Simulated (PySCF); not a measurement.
C5H15NSi2.
Structure used (GFN2-xTB), in Å, numbered top down from 1:
```
atom  x, y, z in Å
C1    -3.6972   -0.0433   -0.3946
C2    -2.3515   -0.2398    0.2946
C3    -1.2795    0.6815   -0.2757
Si4    0.4179    0.4261    0.5331
C5     1.2345   -1.2483    0.1534
C6     2.7507   -1.0379    0.0933
Si7    3.1103    0.6524   -0.6947
N8     1.6310    1.4143   -0.2195
H9    -4.0375    0.9839   -0.2792
H10   -3.6134   -0.2573   -1.4583
H11   -4.4509   -0.7038    0.0290
H12   -2.4605   -0.0489    1.3642
H13   -2.0358   -1.2786    0.1797
H14   -1.2097    0.5189   -1.3526
H15   -1.5958    1.7165   -0.1390
H16    0.3456    0.7013    1.9814
H17    0.9861   -2.0228    0.8797
H18    0.8880   -1.6101   -0.8166
H19    3.2344   -1.8639   -0.4291
H20    3.1475   -1.0427    1.1096
H21    4.2641    1.3371   -0.1050
H22    3.2344    0.5974   -2.1577
H23    1.4823    2.3950   -0.3755
```

Probes without a nucleus sit at each ring's centroid and 1 Å off its mean plane on both sides; NICS is minus the shielding there, NICSzz its component along the normal. Level: GIAO PBE0/pcSseg-1 (PySCF, non-relativistic, gas phase) on the GFN2-xTB geometry, one conformer.

Ring bond lengths (Å), with Mayer bond orders in brackets: Si4–C5 1.901 (0.91), C5–C6 1.532 (1.03), C6–Si7 1.899 (0.92), Si7–N8 1.731 (0.99), N8–Si4 1.736 (0.94).

Question: What do the NICS probes read (ppm)?

Answer: 
| ring | type | NICS(0) | NICS(1), two faces | NICS(1)zz, two faces | rms pucker (Å) | centre to ring atoms, mean (Å) |
| --- | --- | --- | --- | --- | --- | --- |
| Si4–C5–C6–Si7–N8 | 5-membered ring with N and 2 Si; formal bonds all single | -5.2 | -3.0 / -3.1 | -1.5 / -0.8 | 0.17 | 1.48 |

Question: What do they say, and how far can they be read as aromaticity?

Answer: 
- Si4–C5–C6–Si7–N8: mean NICS(1)zz -1.1 ppm, near zero. Si4, C5, C6, Si7 have four or more neighbours, and the NICS criterion for π rings isn't applied.

Question: At the first NICS(1) probe listed for ring Si4–C5–C6–Si7–N8, 1 Å off the ring, how large is the induced field along the normal in 7.05 T applied along it?

Answer: NICSzz × B0 = -1.5 ppm × 7.05 T = -11 μT, against the applied field.

Question: How shielded are the nuclei of the rings and their hydrogens (means over atoms taken as equivalent)?

Answer: 
| atoms | environment | σ isotropic (ppm) |
| --- | --- | --- |
| Si4 | SiH silicon | 348.0 |
| C5 | sp3 carbon bound to silicon | 176.9 |
| C6 | sp3 carbon bound to silicon | 179.3 |
| Si7 | SiH2 silicon | 373.4 |
| N8 | nitrogen bridging silicon atoms | 249.9 |
| H16 | Si–H hydrogen | 26.65 |
| H17 | methylene hydrogen | 30.47 |
| H18 | methylene hydrogen | 31.03 |
| H19 | methylene hydrogen | 30.51 |
| H20 | methylene hydrogen | 30.67 |
| H21 | Si–H hydrogen | 26.75 |
| H22 | Si–H hydrogen | 26.76 |
| H23 | N–H hydrogen | 32.10 |
